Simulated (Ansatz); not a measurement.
Cost and result for the atomization energy of AlClFHOSi (`F[Si]1(Cl)[O][AlH]1`) (6 atoms, 6 bonds).

```xyz
6

F    -1.241   -0.401    1.803
Si   -0.782   -0.133    0.305
Cl   -2.493    0.413   -0.666
O     0.441    0.976    0.195
Al    1.308   -0.360   -0.530
H     2.767   -0.495   -1.106
```

The species carries charge 0 and has multiplicity 1. All single points use the PBE0-D4/def2-TZVP geometry. Program: Ansatz. All runs use 2 threads of an Intel Xeon Platinum 8488C on a shared host. Times are those of one run each, without the atoms' runs, and a repeat can differ threefold. Electronic energies, without spin–orbit coupling; frozen cores. CCSD(T)/CBS adds CCSD(T) − MP2 in def2-TZVPP to the MP2 limit, and its time is that of the two runs behind it. T1 = 0.014. B3LYP takes the VWN-RPA correlation (the form of Gaussian; ORCA's B3LYP/G). HSE06 is the plane-wave form, built on full-range PBE exchange.

CCSD(T)/CBS is a level of theory with its own doubt, some kJ/mol a heavy atom from the limit and from the frozen cores, so smaller differences don't rank the functionals.

```csv
level,functions,wall time
revPBE-D4/def2-TZVPP,202,1.8 s
CCSD(T)/def2-SVP,87,2 s
PBE-D4/def2-TZVPP (with forces),202,2.1 s
PBE0-D4/def2-TZVPP,202,2.6 s
CAM-B3LYP-D4/def2-TZVPP,202,3.1 s
HSE06-D4/def2-TZVPP,202,3.1 s
r2SCAN-D4/def2-TZVPP (with forces),202,3.7 s
B3LYP-D4/def2-TZVPP (with forces),202,4.1 s
PBE-QIDH/def2-TZVPP,202,4.8 s
ωB97X-V/def2-TZVPP,202,6.5 s
MP2/def2-QZVPP,354,14 s
CCSD(T)/def2-TZVPP,202,49 s
CCSD(T)/CBS(def2),–,63 s
```

**Question.** What atomization energy does each give, and how far from CCSD(T)/CBS? (Best estimate.)

**Answer.** The calculation gave: 
```csv
level,atomization (kJ/mol),difference from CCSD(T)/CBS,per bond
revPBE-D4/def2-TZVPP,2130.6,-50.4,-8.4
CCSD(T)/def2-SVP,1936.7,-244.3,-40.7
PBE-D4/def2-TZVPP (with forces),2203.1,22.1,3.7
PBE0-D4/def2-TZVPP,2138.1,-42.9,-7.1
CAM-B3LYP-D4/def2-TZVPP,2153.6,-27.4,-4.6
HSE06-D4/def2-TZVPP,2139.9,-41.1,-6.8
r2SCAN-D4/def2-TZVPP (with forces),2191.5,10.5,1.8
B3LYP-D4/def2-TZVPP (with forces),2130.7,-50.3,-8.4
PBE-QIDH/def2-TZVPP,2141.9,-39.1,-6.5
ωB97X-V/def2-TZVPP,2178.7,-2.3,-0.4
MP2/def2-QZVPP,2255.9,74.9,12.5
CCSD(T)/def2-TZVPP,2094.7,-86.3,-14.4
CCSD(T)/CBS(def2),2181.0,0.0,0.0
```

At CCSD(T), def2-SVP lies −244.2 kJ/mol from the extrapolated value and def2-TZVPP −86.3 kJ/mol: correlation converges slowly with the basis, and small sets miss more of it in the bonded molecule than in its fragments. In def2-TZVPP, CCSD(T) changes the Hartree–Fock value by +581.9 kJ/mol (the triples alone add +50.3 kJ/mol) and MP2 by +690.1 kJ/mol; breaking electron pairs costs correlation energy, which Hartree–Fock lacks. Leaving LDA and LC-ωPBE aside and taking each functional with its dispersion term where it has one, the values, not all of them listed here, spread over 156.7 kJ/mol, from BHLYP-D4 to PBE-D4. LDA lies +327.3 kJ/mol from PBE without D4, its usual overbinding.
